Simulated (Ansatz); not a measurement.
Cost and result for the atomization energy of CH₄AlIS (8 atoms, 8 bonds).

Z-matrix (Å, degrees):
```
C
Al 1 1.942
S 1 1.859 2 81.6
H 1 1.090 2 116.7 3 102.7
H 1 1.086 2 126.2 3 -109.2
I 2 2.494 1 116.5 3 91.0
H 2 1.573 1 122.5 3 -93.6
H 3 1.345 1 97.0 2 -80.7
```

Total charge 0; spin multiplicity 1. Correlated methods include outer-core shells of I, which these sets cover unevenly. I takes the def2 core potential. The bonds changed during the relaxation, so this is another structure than the one it started from. All single points use the PBE0-D4/def2-TZVP geometry. It is one conformer, not always the lowest. Program: Ansatz. All runs use 4 threads of an Intel Xeon Platinum 8488C on a shared host. Times are those of one run each, without the atoms' runs, and a repeat can differ threefold. Electronic energies, without spin–orbit coupling; frozen cores. CCSD(T)/CBS adds CCSD(T) − MP2 in def2-TZVPP to the MP2 limit, and its time is that of the two runs behind it. T1 = 0.009. With those shells the extrapolation isn't a true limit. HSE06 is the plane-wave form, built on full-range PBE exchange.

CCSD(T)/CBS is a level of theory with its own doubt, some kJ/mol a heavy atom from the limit and from the frozen cores, so smaller differences don't rank the functionals.

| level | functions | wall time |
| --- | --- | --- |
| BLYP-D4/def2-TZVPP | 221 | 1.2 s |
| revPBE-D4/def2-TZVPP | 221 | 1.3 s |
| PBE-D4/def2-TZVPP (with forces) | 221 | 1.6 s |
| BHLYP-D4/def2-TZVPP | 221 | 2.1 s |
| PBE0-D4/def2-TZVPP | 221 | 2.2 s |
| HSE06-D4/def2-TZVPP | 221 | 2.3 s |
| CAM-B3LYP-D4/def2-TZVPP | 221 | 2.4 s |
| CCSD(T)/def2-SVP | 96 | 2.5 s |
| ωB97X-V/def2-TZVPP | 221 | 4.3 s |
| B97M-V/def2-TZVPP | 221 | 4.8 s |
| MP2/def2-QZVPP | 399 | 11 s |
| CCSD(T)/def2-TZVPP | 221 | 56 s |
| CCSD(T)/CBS(def2) | – | 66 s |

Problem. What atomization energy does each give, and how far from CCSD(T)/CBS? (Estimate.)

Solution. Ansatz gave: 
| level | atomization (kJ/mol) | difference from CCSD(T)/CBS | per bond |
| --- | --- | --- | --- |
| BLYP-D4/def2-TZVPP | 2404.4 | -53.8 | -6.7 |
| revPBE-D4/def2-TZVPP | 2419.3 | -38.9 | -4.9 |
| PBE-D4/def2-TZVPP (with forces) | 2474.1 | 15.9 | 2.0 |
| BHLYP-D4/def2-TZVPP | 2375.5 | -82.7 | -10.3 |
| PBE0-D4/def2-TZVPP | 2448.9 | -9.3 | -1.2 |
| HSE06-D4/def2-TZVPP | 2450.7 | -7.5 | -0.9 |
| CAM-B3LYP-D4/def2-TZVPP | 2425.1 | -33.1 | -4.1 |
| CCSD(T)/def2-SVP | 2283.8 | -174.4 | -21.8 |
| ωB97X-V/def2-TZVPP | 2455.3 | -2.9 | -0.4 |
| B97M-V/def2-TZVPP | 2467.2 | 9.0 | 1.1 |
| MP2/def2-QZVPP | 2465.3 | 7.1 | 0.9 |
| CCSD(T)/def2-TZVPP | 2381.0 | -77.2 | -9.6 |
| CCSD(T)/CBS(def2) | 2458.2 | 0.0 | 0.0 |

The D4 term adds +36.0 kJ/mol with B3LYP and +18.9 kJ/mol with PBE0; it sums over pairs of atoms, weighted by their polarisabilities, and B3LYP, whose exchange is more repulsive, gets the larger term. At CCSD(T), def2-SVP lies −174.3 kJ/mol from the extrapolated value and def2-TZVPP −77.2 kJ/mol: correlation converges slowly with the basis, and small sets miss more of it in the bonded molecule than in its fragments. From BLYP to BHLYP (50 % exact exchange), in def2-TZVPP and without D4, the atomization energy moves by −14.9 kJ/mol: exact exchange takes away binding that semilocal exchange gives to molecules.

B3LYP here is the variant with VWN-RPA as its local correlation; programs differ in this.

Spin–orbit coupling would lower the free I atoms strongly, and the atomization energy with them, by more than many differences here.
